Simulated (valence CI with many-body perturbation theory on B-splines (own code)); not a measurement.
## Rh¹³⁺: E2, M1, M2 decay

Level of theory: valence CI with perturbative core correlation (CI+MBPT): four valence electrons over a frozen Dirac-Fock core [Ar] 3d10, radial functions for each j: 11 s, 11 p, 9 d, 7 f, 5 g, 2 h, 1 i, with the one-electron correlation potential Σ1 (screened to all orders), the two-electron term Σ2, the three-electron term Σ3, Breit, model QED; selected single and double excitations, second order for the rest (own B-spline code, finite nucleus).

No measured spectrum was set against this ion. As an estimate, levels hold to about 250 cm⁻¹ or 0.2 % of their energy and the worst to 1 %, as in measured heavy ions of charge 2 to 7; those with d or f electrons hold less well.

Lines 1 to 14 of 14 in falling wavelength, among levels below 880900 cm⁻¹, chosen from the decays that carry over 1 % of a level's rate. Wavelengths and rates use the calculated energies, so an error of 800 cm⁻¹ moves a line at 2374 Å by 1.9 % and its rate by three times that or more. Electric multipoles are in the length gauge, E1 and E2 with the static RPA response of the core. Weak lines are less certain than strong ones. Lines between different terms over intervals too small for the method are left out, as are lines whose strength nearly cancels. Branching is blank where the lifetime is uncertain.

Names give the largest LS component (configuration and term), which can be under half, so a name can repeat, a term be missing and a line seem to break the LS rules; names also repeat where a configuration has a term twice.

```
λ vac (Å)            Upper            Lower  Type   A (s⁻¹)  Branch %
     8133     4s2 4p2 3P_2     4s2 4p2 3P_1    M1  1.50e+01      90.2
     3539  4s2 4p 4d 3F°_4  4s2 4p 4d 3F°_3    M1  4.29e+02          
     3216     4s2 4p2 3P_1     4s2 4p2 3P_0    M1  4.68e+02     100.0
     2374     4s2 4p2 1D_2     4s2 4p2 3P_2    M1  7.29e+02      45.2
     2304     4s2 4p2 3P_2     4s2 4p2 3P_0    E2  1.64e+00       9.8
     1838     4s2 4p2 1D_2     4s2 4p2 3P_1    M1  8.75e+02      54.3
     1301     4s2 4p2 1S_0     4s2 4p2 3P_2    E2  7.56e+01       1.4
     1122     4s2 4p2 1S_0     4s2 4p2 3P_1    M1  5.23e+03      98.5
    658.2  4s2 4p 4d 3F°_4     4s 4p3 3P°_2    E2  6.70e+01          
    523.5  4s2 4p 4d 3F°_4     4s 4p3 3D°_3    M1  4.34e+01          
    491.5  4s2 4p 4d 3F°_4     4s 4p3 3D°_2    E2  1.09e+02          
    380.3  4s2 4p 4d 3F°_4     4s 4p3 5S°_2    E2  1.17e+02          
    226.7  4s2 4p 4d 3F°_4     4s2 4p2 1D_2    M2  1.30e+02          
    207.0  4s2 4p 4d 3F°_4     4s2 4p2 3P_2    M2  1.30e+01
```
